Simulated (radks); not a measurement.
Ni26+, 2 electrons, occupied as [He]. All-electron calculation, Dirac Kohn-Sham, BLYP, spin-unpolarised, spherical densities, finite nucleus; Fermi nuclear charge, rms radius 3.7757 fm. Program: a radial shooting solver on a logarithmic mesh with Libxc functionals.

Radial electron density D(r) = 4 pi r^2 rho(r):

```
   r/bohr * D(r) (the largest magnitude, 30.1, reaches the edge; | marks zero)
  0.00303 |  *
 0.003283 |  *
 0.003528 |   *
 0.003821 |   *
 0.004107 |    *
 0.004449 |    *
 0.004781 |     *
 0.005138 |      *
 0.005566 |       *
 0.005981 |        *
 0.006479 |         *
 0.006963 |          *
 0.007543 |            *
 0.008106 |             *
 0.008781 |               *
 0.009437 |                 *
  0.01022 |                   *
  0.01099 |                     *
   0.0119 |                       *
  0.01279 |                         *
  0.01374 |                            *
  0.01489 |                               *
    0.016 |                                 *
  0.01733 |                                    *
  0.01863 |                                       *
  0.02018 |                                          *
  0.02169 |                                            *
  0.02349 |                                               *
  0.02525 |                                                 *
  0.02735 |                                                   *
  0.02939 |                                                    *
  0.03158 |                                                     *
  0.03421 |                                                      *
  0.03677 |                                                      *
  0.03983 |                                                     *
   0.0428 |                                                    *
  0.04637 |                                                  *
  0.04983 |                                               *
  0.05398 |                                            *
  0.05801 |                                        *
  0.06284 |                                    *
  0.06753 |                                *
  0.07316 |                           *
  0.07862 |                       *
  0.08449 |                   *
  0.09153 |               *
  0.09836 |            *
   0.1066 |        *
   0.1145 |      *
    0.124 |    *
   0.1333 |  *
   0.1444 | *
   0.1552 |*
   0.1681 |*
   0.1807 *
   0.1957 *
   0.2103 *
```

D(r) has 1 maximum, at r = 0.0353 bohr.
